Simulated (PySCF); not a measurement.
**Correlation energy of Zn⁺ (zinc, charge +1)**

[Ar] 3d10 4s1, 2S determinant. Calculation: PySCF 2.14, in x2c-SVPall; scalar relativity by spin-free X2C-1e. Frozen: [Ar]; 11 electrons correlated.

MP2 pair energies summed by pair of shells (mhartree):

```csv
pair,energy,share (%)
3d-3d,-257.33,96.6
3d-4s,-9.09,3.4
```

Total MP2 correlation energy: -266.42 mhartree.

Same-spin part -102.29 and opposite-spin part -164.14 mhartree; SCS-MP2 scales them by 1/3 and 6/5 to -231.06 mhartree.

| level | correlation energy (mhartree) |
| --- | --- |
| CCSD | -245.09 |
| (T) | -6.98 |
| CCSD(T) | -252.07 |

Diagnostics: T1 = 0.010, D1 = 0.0160, largest double amplitude 0.024.

Cost of the coupled-cluster step: 0.48 s of wall time on 1 thread of Neoverse-V2 (shared host), for 11 correlated electrons.
